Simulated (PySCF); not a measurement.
# One molecule, several mistakes: AlBH5NO

Calculated results; nothing here was measured. The program is PySCF 2.14.0, an open-source quantum chemistry code, run on an isolated molecule that a program drew, which may never have been made. The molecule is AlBH5NO (charge 0, singlet), drawn as the SMILES string `B[O][AlH][NH2]`.

Each row is a Hartree-Fock (HF) and frozen-core CCSD(T) single point in the cc-pV(D+d)Z basis, meant for a local HF minimum. Run 1 is clean. Each other run has one planted mistake out of seven kinds, and not every kind appears here: one electron removed, one electron added, multiplicity raised by two, geometry at a saddle point, minimal basis STO-3G, one bond length entered in bohr, all coordinates scaled. The reference is restricted for singlets and unrestricted otherwise, and also for a bond in bohr. Adding or removing an electron swaps singlet and doublet. Electrons count all cores. HOMO and LUMO are orbital energies over both spins, the gradient is its largest component, and the lowest frequency (negative if imaginary) is given only where the gradient is small. Bond lengths are over the 8 bonds as drawn. T1 is the CCSD diagnostic: over 0.02 (restricted) or 0.045 (unrestricted) a single reference is doubtful.

Geometry of the clean run:
```xyz
9
AlBH5NO, angstrom
B    -0.3638   -2.4306   -0.1892
O    -0.7577   -1.3259   -0.8290
Al   -1.2852    0.0591   -1.6404
N    -0.0965    1.0630   -2.4539
H    -0.0556   -2.3758    0.9772
H    -0.3132   -3.4843   -0.7775
H    -2.8095    0.4202   -1.6520
H     0.8911    0.8939   -2.4882
H    -0.3141    1.9016   -2.9587
```

| run | electrons | basis functions | <S^2> | HOMO (eV) | LUMO (eV) | gradient (hartree/bohr) | lowest frequency (cm^-1) | mean bond (Å) | longest bond (Å) | T1 | HF (hartree) | CCSD(T) (hartree) | mistake |
|---|---|---|---|---|---|---|---|---|---|---|---|---|---|
| 1 | 38 | 90 | 0.000 | -10.89 | 2.75 | 2.5e-05 | 62 | 1.3461 | 1.756 | 0.0149 | -398.96470 | -399.51784 | no fault |
| 2 | 38 | 90 | 0.000 | -7.75 | -1.10 | 4.3e-02 | - | 1.5340 | 3.193 | 0.0319 | -398.76429 | -399.33407 | one bond length entered in bohr |
| 3 | 39 | 90 | 0.760 | 1.97 | 6.68 | 1.1e-01 | - | 1.3461 | 1.756 | 0.0228 | -398.85877 | -399.43099 | one electron added |
| 4 | 37 | 90 | 0.758 | -15.16 | -6.96 | 7.8e-02 | - | 1.3461 | 1.756 | 0.0398 | -398.64725 | -399.15846 | one electron removed |
| 5 | 38 | 90 | 0.000 | -10.55 | 2.34 | 6.4e-02 | - | 1.4592 | 1.903 | 0.0185 | -398.91211 | -399.48137 | ? |

**Which mistake was planted in run 5, and what did it cost?**

The mean and the longest bond both change by the same factor, 1.084, and the gradient is no longer small. So the mistake is: all coordinates scaled. Subtracting run 1 and multiplying by 627.51 kcal/mol a hartree, the energy moved by 33.0 kcal/mol in HF and 22.9 kcal/mol in CCSD(T).

Cautions from the logs. Run 3: the HOMO is above zero, so the electron isn't bound and the energy depends on the basis.
